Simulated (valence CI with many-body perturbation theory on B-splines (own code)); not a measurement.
## E1 transitions of Ag³²⁺

Level of theory: relativistic CI+MBPT: five valence electrons over a frozen Dirac-Fock core [Ne], radial functions for each j: 11 s, 11 p, 10 d, 8 f, 5 g, 2 h, with the one-electron correlation potential Σ1, the two-electron term Σ2, the three-electron term Σ3, Breit, model QED; selected CI, second order for the rest, scaled by the run's own slope (own B-spline code, finite nucleus).

The last digits are not significant, and no measured levels were compared; by estimate large intervals hold to a few tenths of a per cent, small ones and those within an open d or f shell to about a per cent. Among the levels kept, up to 4200 cm⁻¹ of a level comes from second order outside the variational space, and about a tenth of that is noise between levels of different J, which matters for small intervals.

Lines 101 to 150 of 586 in falling wavelength, among levels below 29.192 Ry, chosen from the strongest by gf and those to the six lowest levels. Wavelengths and rates use the calculated energies. Electric multipoles are in the length gauge, E1 and E2 with the static RPA response of the core. Weak lines are less certain than strong ones. Lines between different terms over intervals too small for the method are left out, as are lines whose strength nearly cancels. Where a level lies close to another of its J and parity, the split of strength between their lines is uncertain. The highest levels of a list are the least certain.

Levels are named by their leading jj configuration (3d3/2^4 stands for four electrons in 3d with j = 3/2), which in mixed levels can hold well under half, so a name can repeat and another be missing. Letters in brackets count levels of one name in rising energy.

| λ vac (Å) | Upper | Lower | A (s⁻¹) | log gf | Branch % |
| --- | --- | --- | --- | --- | --- |
| 90.04 | (3s^2 3p1/2 3p3/2 3d5/2) J=3/2 [a] | (3s^2 3p1/2 3p3/2^2) J=5/2 | 1.29e+10 | -1.20 | 22.1 |
| 89.93 | (3s 3p1/2 3p3/2^2 3d5/2) J=7/2 [e] | (3s^2 3p1/2 3p3/2 3d3/2) J=5/2 [b] | 2.61e+10 | -0.60 | 16.2 |
| 89.92 | (3s^2 3p1/2 3d3/2 3d5/2) J=5/2 [a] | (3s^2 3p1/2 3p3/2 3d3/2) J=7/2 | 1.11e+10 | -1.09 | 8.9 |
| 89.80 | (3s 3p1/2 3p3/2^2 3d3/2) J=1/2 [e] | (3s^2 3p1/2 3p3/2 3d3/2) J=1/2 [b] | 6.49e+10 | -0.80 | 19.2 |
| 89.77 | (3s 3p1/2 3p3/2^2 3d5/2) J=3/2 [f] | (3s^2 3p1/2 3p3/2 3d5/2) J=3/2 [b] | 3.93e+10 | -0.72 | 11.2 |
| 89.66 | (3s^2 3p1/2 3p3/2 3d5/2) J=5/2 [a] | (3s^2 3p1/2 3p3/2^2) J=5/2 | 2.91e+09 | -1.68 | 1.9 |
| 89.64 | (3s 3p1/2 3p3/2^2 3d5/2) J=3/2 [g] | (3s^2 3p1/2 3p3/2 3d5/2) J=5/2 [b] | 2.92e+10 | -0.85 | 11.3 |
| 89.52 | (3s 3p3/2^3 3d5/2) J=7/2 [a] | (3s^2 3p3/2^2 3d5/2) J=7/2 | 2.02e+10 | -0.71 | 17.0 |
| 89.42 | (3s^2 3p3/2 3d3/2 3d5/2) J=3/2 [d] | (3s^2 3p3/2^2 3d5/2) J=5/2 [b] | 1.46e+10 | -1.15 | 2.5 |
| 89.35 | (3s^2 3p1/2 3d3/2 3d5/2) J=7/2 [a] | (3s^2 3p1/2 3p3/2 3d3/2) J=7/2 | 2.11e+10 | -0.70 | 23.5 |
| 88.99 | (3s 3p1/2^2 3p3/2^2) J=3/2 | (3s^2 3p1/2^2 3p3/2) J=3/2 | 4.59e+10 | -0.66 | 89.0 |
| 88.94 | (3s^2 3p3/2 3d3/2^2) J=7/2 | (3s^2 3p3/2^2 3d3/2) J=5/2 | 1.12e+10 | -0.98 | 2.4 |
| 88.87 | (3s^2 3p1/2 3p3/2 3d3/2) J=1/2 [b] | (3s^2 3p1/2 3p3/2^2) J=1/2 | 1.60e+09 | -2.42 | 0.5 |
| 88.79 | (3s 3p3/2^3 3d5/2) J=7/2 [b] | (3s^2 3p3/2^2 3d5/2) J=5/2 [a] | 1.94e+10 | -0.74 | 5.8 |
| 88.76 | (3p1/2^2 3p3/2^3) J=3/2 | (3s 3p1/2^2 3p3/2^2) J=5/2 | 1.20e+10 | -1.25 | 30.8 |
| 88.75 | (3s 3p1/2^2 3p3/2 3d5/2) J=5/2 [b] | (3s^2 3p1/2^2 3d5/2) J=5/2 | 2.82e+10 | -0.70 | 26.0 |
| 88.68 | (3s 3p1/2 3p3/2^2 3d3/2) J=3/2 [c] | (3s^2 3p1/2 3p3/2 3d3/2) J=5/2 [a] | 2.14e+10 | -1.00 | 10.6 |
| 88.50 | (3s 3p1/2^2 3d3/2 3d5/2) J=7/2 | (3s 3p1/2^2 3p3/2 3d3/2) J=5/2 [a] | 1.53e+10 | -0.84 | 61.3 |
| 88.33 | (3s 3p1/2^2 3d3/2 3d5/2) J=9/2 | (3s 3p1/2^2 3p3/2 3d5/2) J=9/2 | 5.19e+09 | -1.22 | 9.3 |
| 88.26 | (3s 3p1/2^2 3p3/2 3d5/2) J=3/2 | (3s^2 3p1/2^2 3d5/2) J=5/2 | 4.45e+10 | -0.68 | 50.4 |
| 88.06 | (3s 3p1/2 3p3/2^2 3d5/2) J=3/2 [g] | (3s^2 3p1/2 3p3/2 3d5/2) J=3/2 [b] | 1.73e+10 | -1.09 | 6.7 |
| 88.04 | (3s 3p1/2 3p3/2^2 3d3/2) J=5/2 [b] | (3s 3p1/2 3p3/2^3) J=3/2 | 1.15e+10 | -1.10 | 4.8 |
| 88.04 | (3s 3p1/2 3p3/2^2 3d5/2) J=9/2 [d] | (3s^2 3p1/2 3p3/2 3d5/2) J=7/2 [a] | 8.02e+09 | -1.03 | 9.4 |
| 88.04 | (3s 3p1/2^2 3p3/2 3d5/2) J=5/2 [a] | (3s 3p1/2^2 3p3/2^2) J=5/2 | 1.69e+10 | -0.93 | 64.1 |
| 87.93 | (3s 3p1/2 3p3/2^2 3d3/2) J=3/2 [f] | (3s^2 3p1/2 3p3/2 3d3/2) J=1/2 [b] | 2.79e+10 | -0.89 | 6.7 |
| 87.81 | (3s 3p1/2 3p3/2^2 3d3/2) J=5/2 [e] | (3s^2 3p1/2 3p3/2 3d3/2) J=5/2 [b] | 6.37e+10 | -0.35 | 22.1 |
| 87.73 | (3s 3p1/2 3p3/2^2 3d5/2) J=3/2 [c] | (3s 3p1/2 3p3/2^3) J=1/2 | 2.88e+10 | -0.88 | 12.4 |
| 87.70 | (3s 3p1/2 3p3/2^2 3d3/2) J=3/2 [d] | (3s^2 3p1/2 3p3/2 3d3/2) J=5/2 [a] | 1.64e+10 | -1.12 | 9.3 |
| 87.70 | (3s 3p1/2 3p3/2^2 3d3/2) J=3/2 [d] | (3s^2 3p1/2 3p3/2 3d3/2) J=3/2 [a] | 1.51e+10 | -1.16 | 8.5 |
| 87.66 | (3s 3p3/2^3 3d3/2) J=3/2 [a] | (3s^2 3p1/2 3p3/2 3d5/2) J=1/2 | 2.85e+10 | -0.88 | 7.9 |
| 87.62 | (3s 3p1/2^2 3d3/2 3d5/2) J=5/2 [a] | (3s 3p1/2^2 3p3/2 3d3/2) J=3/2 [a] | 1.05e+10 | -1.14 | 27.6 |
| 87.39 | (3s 3p1/2 3p3/2^2 3d5/2) J=5/2 [f] | (3s^2 3p1/2 3p3/2 3d5/2) J=3/2 [c] | 1.37e+10 | -1.03 | 5.2 |
| 87.37 | (3s 3p1/2 3p3/2^2 3d5/2) J=5/2 [b] | (3s^2 3p1/2 3p3/2 3d5/2) J=7/2 [a] | 3.66e+10 | -0.60 | 47.0 |
| 87.34 | (3s 3p3/2^3 3d3/2) J=1/2 [a] | (3s^2 3p1/2 3p3/2 3d5/2) J=3/2 [b] | 5.00e+10 | -0.94 | 13.8 |
| 87.27 | (3s 3p1/2 3p3/2^2 3d5/2) J=5/2 [f] | (3s^2 3p1/2 3p3/2 3d5/2) J=5/2 [b] | 6.63e+10 | -0.34 | 25.3 |
| 87.12 | (3s^2 3p3/2 3d5/2^2) J=7/2 [a] | (3s^2 3p3/2^2 3d3/2) J=7/2 | 5.00e+10 | -0.34 | 15.5 |
| 87.02 | (3s 3p1/2 3p3/2^2 3d5/2) J=5/2 [d] | (3s^2 3p1/2 3p3/2 3d5/2) J=5/2 [a] | 1.77e+10 | -0.92 | 9.3 |
| 86.83 | (3s 3p1/2^2 3p3/2 3d3/2) J=5/2 [b] | (3s^2 3p1/2^2 3d3/2) J=3/2 | 4.86e+10 | -0.48 | 74.6 |
| 86.79 | (3s^2 3p1/2 3d5/2^2) J=9/2 [b] | (3s^2 3p1/2 3p3/2 3d5/2) J=7/2 [b] | 1.04e+11 | 0.07 | 94.4 |
| 86.76 | (3s^2 3p3/2 3d3/2 3d5/2) J=5/2 [b] | (3s^2 3p3/2^2 3d3/2) J=7/2 | 4.19e+10 | -0.55 | 10.9 |
| 86.75 | (3s 3p1/2 3p3/2^3) J=1/2 | (3s^2 3p1/2 3p3/2^2) J=3/2 | 4.34e+10 | -1.01 | 40.9 |
| 86.73 | (3s^2 3p1/2^2 3d5/2) J=5/2 | (3s^2 3p1/2^2 3p3/2) J=3/2 | 3.44e+10 | -0.63 | 97.1 |
| 86.66 | (3s 3p1/2 3p3/2^2 3d5/2) J=5/2 [d] | (3s^2 3p1/2 3p3/2 3d5/2) J=3/2 [a] | 2.54e+10 | -0.77 | 13.4 |
| 86.60 | (3s^2 3p3/2 3d3/2 3d5/2) J=5/2 [d] | (3s^2 3p3/2^2 3d5/2) J=3/2 | 4.24e+10 | -0.54 | 8.0 |
| 86.54 | (3s 3p1/2 3p3/2^2 3d3/2) J=7/2 [c] | (3s^2 3p1/2 3p3/2 3d3/2) J=7/2 | 1.94e+10 | -0.76 | 12.3 |
| 86.54 | (3s^2 3p3/2 3d3/2 3d5/2) J=5/2 [c] | (3s^2 3p3/2^2 3d3/2) J=3/2 [b] | 2.19e+10 | -0.83 | 5.4 |
| 86.51 | (3s 3p1/2^2 3p3/2 3d5/2) J=5/2 [b] | (3s 3p1/2^2 3p3/2^2) J=3/2 | 4.57e+10 | -0.51 | 42.1 |
| 86.49 | (3s 3p1/2 3p3/2^2 3d5/2) J=5/2 [e] | (3s^2 3p1/2 3p3/2 3d5/2) J=7/2 [b] | 1.33e+10 | -1.05 | 4.3 |
| 86.49 | (3s 3p1/2 3p3/2^2 3d3/2) J=5/2 [e] | (3s^2 3p1/2 3p3/2 3d3/2) J=3/2 [b] | 1.70e+10 | -0.94 | 5.9 |
| 86.43 | (3s^2 3p1/2 3d3/2 3d5/2) J=7/2 [b] | (3s^2 3p1/2 3p3/2 3d5/2) J=5/2 [b] | 1.23e+11 | 0.04 | 44.2 |

**Question.** How does gf follow from A for the line at 89.93 Å?

**Answer.** gf = 1.4992 × (2J+1)_upper × A / σ², with σ = 1111951 cm⁻¹ and 2J+1 = 8: gf = 0.253.
